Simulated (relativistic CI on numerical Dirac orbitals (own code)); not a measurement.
**Line list: Forbidden lines, I XLIV**

Computed by Dirac-Coulomb-Breit CI, KLI orbitals optimised for each configuration, a model potential for QED, unscaled Slater integrals (own radial code, finite nucleus).

Configurations in the expansion (outside the closed core 1s2): 2s2 2p6, 2s2 2p5 3s, 2s2 2p5 3p, 2s2 2p5 3d, 2s 2p6 3s, 2s 2p6 3p, 2s 2p6 3d, 2s2 2p5 4s, 2s2 2p5 4p, 2s2 2p5 4d, 2s2 2p5 4f, 2s 2p6 4s, 2s 2p6 4p, 2s2 2p4 3s2, 2s 2p6 4d, 2s 2p6 4f. Levels of other configurations are missing.

```tsv
λ vac (nm)	Lower	Upper	Type	A (s⁻¹)	gf	Branching (%)
0.24995	2s2 2p6 1S_0 [1]	2s 2p6 3d 1D_2 [37]	E2	1.41e+12	6.59e-03	44.3
0.25131	2s2 2p6 1S_0 [1]	2s 2p6 3d 3D_2 [35]	E2	2.37e+11	1.12e-03	11.2
0.26678	2s2 2p6 1S_0 [1]	2s2 2p5 3d 3P°_2 [26]	M2	1.35e+09	7.20e-06	2.5
0.27436	2s2 2p6 1S_0 [1]	2s2 2p5 3p 3D_2 [23]	E2	1.16e+11	6.53e-04	47.7
0.28562	2s2 2p6 1S_0 [1]	2s2 2p5 3d 1D°_2 [15]	M2	6.27e+09	3.84e-05	11.4
0.29406	2s2 2p6 1S_0 [1]	2s2 2p5 3p 3P_2 [8]	E2	1.01e+11	6.55e-04	42.1
0.30021	2s2 2p6 1S_0 [1]	2s2 2p5 3p 3D_2 [5]	E2	1.03e+11	6.93e-04	85.4
0.30039	2s2 2p6 1S_0 [1]	2s2 2p5 3p 3P_1 [4]	M1	8.00e+08	3.25e-06	4.5
0.30710	2s2 2p6 1S_0 [1]	2s2 2p5 3s 3P°_2 [2]	M2	1.93e+08	1.36e-06	100.0
4.1024	2s2 2p5 3s 1P°_1 [3]	2s2 2p5 3s 3P°_0 [16]	M1	2.63e+08	6.63e-05	18.5
```

Terms are leading LS components. Brackets give the number of a level in order of energy, since labels repeat. The list gives strong lines, with weight on those to low levels, among the lowest 89 of 94 levels, so that lines to higher ones, which can be the strongest, are missing. Levels whose partners in the same complex of configurations lie outside the list can be far off, and so can their lines. Rates are taken at the computed energies, electric ones in the length gauge.

At this charge energies of transitions that change n are usually good to better than 1 %, and those within a shell (Δn = 0) to a few per cent.

LS names give the leading component of a level, which can be under half, so a name can repeat, a term be missing and a line seem to break the LS rules.
